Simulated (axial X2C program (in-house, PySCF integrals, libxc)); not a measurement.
# CoB: bond constants with and without spin–orbit coupling

Calculated with an in-house all-electron X2C program for linear molecules (integrals from PySCF). Spin-free means the one-electron spin-free X2C Hamiltonian; two-component (2c) means X2C with spin–orbit coupling and atomic mean-field two-electron Coulomb and Gaunt terms, so the difference of the two also holds small scalar two-electron terms. Basis: Co dyall-cv3z [9s10p6d3f2g], B dyall-v3z [7s6p2d1f] (cores contracted in-house); Gaussian nuclei, density fitting, unrestricted open shells. Masses: Co 58.933 u, B 11.009 u.

Input file and command:
```json
{"zs": [27, 5], "q": 0, "bas": ["dyall-cv3z", "dyall-v3z"], "levels": ["PBE0", "HF", "BHandHLYP"], "cc": true, "r0": 1.96, "thr": -2.0, "nmax": 90, "npts": 10, "nst": 2, "ntry": 6}
```
```bash
python so2c.py task.json out
```

Keys: zs atomic numbers; q charge; bas basis sets; levels methods; cc coupled cluster on or off; r0 starting distance in Å; thr threshold in hartree for freezing inner shells (an s shell follows its p shell); nmax most natural virtual spinors; npts points on the curve; nst determinants followed; ntry starts of the search. HF also brings MP2.

State, spin-free: M_S = 1, Λ = 2 (beyond evenly filled blocks: σα, δ+α, δ+β, δ-α); electrons by block: σα: 9, σβ: 8, π+α: 3, π+β: 3, π-α: 3, π-β: 3, δ+α: 1, δ+β: 1, δ-α: 1. Fragments: Co + B.

State, 2c: Ω = 3 (⟨Sz⟩ = 1.00, ⟨Lz⟩ = 2.00 at PBE0); electrons by block: 1/2: 12, -1/2: 11, 3/2: 4, -3/2: 4, 5/2: 1. Fragments: Co + B.

```json
{"Hamiltonian": "spin-free", "level": "PBE0", "Re (Å)": "1.663", "ωe (cm⁻¹)": "799.2", "ωexe (cm⁻¹)": "4.63", "Be (cm⁻¹)": "0.6571", "αe (cm⁻¹)": "0.00575", "De (eV)": "2.55", "D0 (eV)": "2.50", "k (mdyn/Å)": "3.49", "μ (D)": "-2.03"}
{"Hamiltonian": "spin-free", "level": "CCSD", "Re (Å)": "1.639", "ωe (cm⁻¹)": "866.1", "ωexe (cm⁻¹)": "8.38", "Be (cm⁻¹)": "0.6767", "αe (cm⁻¹)": "0.0061", "De (eV)": "1.18", "D0 (eV)": "1.13", "k (mdyn/Å)": "4.1", "μ (D)": "n/a"}
{"Hamiltonian": "spin-free", "level": "CCSD(T)", "Re (Å)": "1.636", "ωe (cm⁻¹)": "897.6", "ωexe (cm⁻¹)": "7.69", "Be (cm⁻¹)": "0.6788", "αe (cm⁻¹)": "0.00495", "De (eV)": "1.52", "D0 (eV)": "1.47", "k (mdyn/Å)": "4.4", "μ (D)": "n/a"}
{"Hamiltonian": "spin-free", "level": "BHandHLYP", "Re (Å)": "1.729", "ωe (cm⁻¹)": "589.2", "ωexe (cm⁻¹)": "5.24", "Be (cm⁻¹)": "0.6077", "αe (cm⁻¹)": "0.00885", "De (eV)": "0.672", "D0 (eV)": "0.636", "k (mdyn/Å)": "1.9", "μ (D)": "-2.42"}
{"Hamiltonian": "2c", "level": "PBE0", "Re (Å)": "1.663", "ωe (cm⁻¹)": "797.9", "ωexe (cm⁻¹)": "4.71", "Be (cm⁻¹)": "0.657", "αe (cm⁻¹)": "0.00579", "De (eV)": "n/a", "D0 (eV)": "n/a", "k (mdyn/Å)": "3.48", "μ (D)": "-2.03"}
{"Hamiltonian": "2c", "level": "BHandHLYP", "Re (Å)": "1.733", "ωe (cm⁻¹)": "582.7", "ωexe (cm⁻¹)": "4.84", "Be (cm⁻¹)": "0.605", "αe (cm⁻¹)": "0.00858", "De (eV)": "n/a", "D0 (eV)": "n/a", "k (mdyn/Å)": "1.86", "μ (D)": "-2.44"}
```

Correlated methods: 12 electrons correlated (number of frozen shells: Co 3 s, 2 p; B 1 s), 228 virtual spin orbitals or spinors in MP2, 90 natural virtuals in coupled cluster.

Dipoles are positive if B is the positive end.

Occupations by symmetry block were frozen at the best pattern of an incomplete PBE0 search. Dissociation energies refer to the lowest single-determinant-based atoms at the same level and basis. De is not given where an atomic determinant may have missed its ground term or J level, or where the truncated virtual space spoils (T). Density functionals use the spin component along the axis (collinear). CCSD and (T) use frozen natural virtuals with an MP2 correction for the truncation; (T) itself is uncorrected, so its De runs slightly low. PBE0 can misorder states that lie within some tenths of an eV, so this need not be the ground state of the molecule. The nearest other spin-free determinant of the search, M_S = 0, Λ = 2, lies 0.07 eV up at the distance of the search. Without a current term, density functionals place determinants with orbital angular momentum somewhat too high. With several unpaired electrons one determinant need not be a pure state. A state of lower Ω lies just above, and one determinant can place such states too high, so the state shown need not be the lowest. The search has Ω = 2 only 0.07 eV up. The determinant is spin-polarised beyond a pure state at some levels (its spin-free form has ⟨S²⟩ too high), which makes Re and μ there less reliable. The T1 diagnostic is large, a sign of multireference character.

No reliable constants came from CCSD (2c), CCSD(T) (2c), HF (2c), HF (spin-free), MP2 (2c), MP2 (spin-free): no minimum in range, unconverged points, a curve that is not smooth, a change of character along it, or the two Hamiltonians disagreeing along it.

Rough cost a point (2c) on 1 thread(s) of a shared host, integrals apart: PBE0 0.7 s, BHandHLYP 0.6 s.

The whole task took 3.5 min on 1 thread of Intel(R) Xeon(R) 6975P-C (Granite Rapids), with other jobs on the host.
